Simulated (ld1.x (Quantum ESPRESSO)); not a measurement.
## Logarithmic derivatives: samarium, PAW

```json
{"Element": "Sm (Z = 62)", "Generator": "ld1.x (Quantum ESPRESSO) 7.5", "Type": "PAW", "Functional": "PBE", "Relativity": "fully relativistic", "Frozen core": "[Kr] 4d10 4f6", "Valence charge": "10", "Reference configuration": "5s2 5p6 5d0.5 6s1.5 6p0", "Partial waves": "5s (bound): rcut 1.80, rcutus 1.95 bohr; 6s (bound): rcut 1.80, rcutus 1.95 bohr; 5p (bound): rcut 2.45, rcutus 3.25 bohr; 6p (bound, empty): rcut 2.45, rcutus 3.25 bohr; 5d (bound): rcut 3.00, rcutus 3.30 bohr; 5d channel at 1.3 Ry: rcut 3.00, rcutus 3.30 bohr; 5f channel at 0.05 Ry: rcut 1.95, rcutus 2.60 bohr; 5f channel at 2.75 Ry: rcut 1.95, rcutus 2.60 bohr", "Local potential": "all-electron potential smoothed inside 2.45 bohr (lloc = -1)", "Core correction": "Bessel-smoothed model core inside 1.50 bohr", "Augmentation charge": "BG, radius 2.00 bohr"}
```

Open shells are filled in proportion to 2j + 1 (rel_dist='average').

The phase is arctan(r·u′/u) with u = r·R(r), unwrapped; energies in Ry, scanned from -5 to 5 Ry. A pole is an energy at which the radial function vanishes at the test radius. The pseudo phase is shifted by a multiple of π to meet the all-electron one at the reference energy, and phase errors are pseudo minus all-electron; the curves can meet again beyond the range given. Levels narrower than the energy grid can be missing from the lists of poles.

```json
{"channel": "p1/2", "radius (bohr)": "3.59", "reference energy (Ry)": "-0.09", "poles, all-electron": "-1.81, 1.90", "poles, pseudo": "-1.81, -0.57, 1.19", "unbroken range about the reference energy with phases within 0.05 rad": "-0.4 to 0.1", "phase error 1 Ry above the reference energy (rad)": "-0.174"}
{"channel": "p3/2", "radius (bohr)": "3.59", "reference energy (Ry)": "-0.08", "poles, all-electron": "-1.54, 2.12", "poles, pseudo": "-1.53, -0.85, 1.47", "unbroken range about the reference energy with phases within 0.05 rad": "-0.6 to 0.2", "phase error 1 Ry above the reference energy (rad)": "-0.162"}
{"channel": "d3/2", "radius (bohr)": "3.59", "reference energy (Ry)": "-0.11", "poles, all-electron": "0.30, 3.71", "poles, pseudo": "0.67, 2.88", "unbroken range about the reference energy with phases within 0.05 rad": "below 0.3", "phase error 1 Ry above the reference energy (rad)": "-0.058"}
{"channel": "d5/2", "radius (bohr)": "3.59", "reference energy (Ry)": "-0.10", "poles, all-electron": "0.33, 3.77", "poles, pseudo": "0.43, 3.10", "unbroken range about the reference energy with phases within 0.05 rad": "below 0.2", "phase error 1 Ry above the reference energy (rad)": "-0.020"}
{"channel": "f5/2", "radius (bohr)": "3.59", "reference energy (Ry)": "0.05", "poles, all-electron": "-0.14, 2.36", "poles, pseudo": "-0.11, 2.37", "unbroken range about the reference energy with phases within 0.05 rad": "-0.1 to 0.8", "phase error 1 Ry above the reference energy (rad)": "+0.121"}
{"channel": "f7/2", "radius (bohr)": "3.59", "reference energy (Ry)": "0.05", "poles, all-electron": "-0.10, 2.38", "poles, pseudo": "-0.08, 2.38", "unbroken range about the reference energy with phases within 0.05 rad": "-0.1 to 0.8", "phase error 1 Ry above the reference energy (rad)": "+0.137"}
```

The ghost test of this file was not conclusive.

Phases in the f5/2 channel:

```json
{"E (Ry)": "-5.00", "all-electron": "1.452", "pseudo": "1.452"}
{"E (Ry)": "-4.74", "all-electron": "1.449", "pseudo": "1.449"}
{"E (Ry)": "-4.48", "all-electron": "1.446", "pseudo": "1.446"}
{"E (Ry)": "-4.22", "all-electron": "1.442", "pseudo": "1.442"}
{"E (Ry)": "-3.96", "all-electron": "1.439", "pseudo": "1.439"}
{"E (Ry)": "-3.70", "all-electron": "1.435", "pseudo": "1.435"}
{"E (Ry)": "-3.44", "all-electron": "1.430", "pseudo": "1.431"}
{"E (Ry)": "-3.18", "all-electron": "1.425", "pseudo": "1.426"}
{"E (Ry)": "-2.92", "all-electron": "1.420", "pseudo": "1.420"}
{"E (Ry)": "-2.66", "all-electron": "1.414", "pseudo": "1.414"}
{"E (Ry)": "-2.40", "all-electron": "1.407", "pseudo": "1.408"}
{"E (Ry)": "-2.14", "all-electron": "1.399", "pseudo": "1.400"}
{"E (Ry)": "-1.88", "all-electron": "1.390", "pseudo": "1.391"}
{"E (Ry)": "-1.62", "all-electron": "1.380", "pseudo": "1.381"}
{"E (Ry)": "-1.36", "all-electron": "1.367", "pseudo": "1.369"}
{"E (Ry)": "-1.10", "all-electron": "1.351", "pseudo": "1.353"}
{"E (Ry)": "-0.84", "all-electron": "1.330", "pseudo": "1.334"}
{"E (Ry)": "-0.58", "all-electron": "1.301", "pseudo": "1.308"}
{"E (Ry)": "-0.32", "all-electron": "1.238", "pseudo": "1.260"}
{"E (Ry)": "-0.06", "all-electron": "-1.821", "pseudo": "-1.811"}
{"E (Ry)": "0.20", "all-electron": "-1.933", "pseudo": "-1.930"}
{"E (Ry)": "0.46", "all-electron": "-2.048", "pseudo": "-2.038"}
{"E (Ry)": "0.72", "all-electron": "-2.273", "pseudo": "-2.242"}
{"E (Ry)": "0.98", "all-electron": "-2.863", "pseudo": "-2.764"}
{"E (Ry)": "1.24", "all-electron": "-3.858", "pseudo": "-3.762"}
{"E (Ry)": "1.50", "all-electron": "-4.335", "pseudo": "-4.301"}
{"E (Ry)": "1.76", "all-electron": "-4.526", "pseudo": "-4.512"}
{"E (Ry)": "2.02", "all-electron": "-4.627", "pseudo": "-4.621"}
{"E (Ry)": "2.28", "all-electron": "-4.694", "pseudo": "-4.692"}
{"E (Ry)": "2.54", "all-electron": "-4.748", "pseudo": "-4.747"}
{"E (Ry)": "2.80", "all-electron": "-4.798", "pseudo": "-4.798"}
{"E (Ry)": "3.06", "all-electron": "-4.855", "pseudo": "-4.853"}
{"E (Ry)": "3.32", "all-electron": "-4.932", "pseudo": "-4.923"}
{"E (Ry)": "3.58", "all-electron": "-5.067", "pseudo": "-5.032"}
{"E (Ry)": "3.84", "all-electron": "-5.413", "pseudo": "-5.250"}
{"E (Ry)": "4.10", "all-electron": "-6.545", "pseudo": "-5.849"}
{"E (Ry)": "4.36", "all-electron": "-7.346", "pseudo": "-6.908"}
{"E (Ry)": "4.62", "all-electron": "-7.578", "pseudo": "-7.378"}
{"E (Ry)": "4.88", "all-electron": "-7.680", "pseudo": "-7.556"}
```
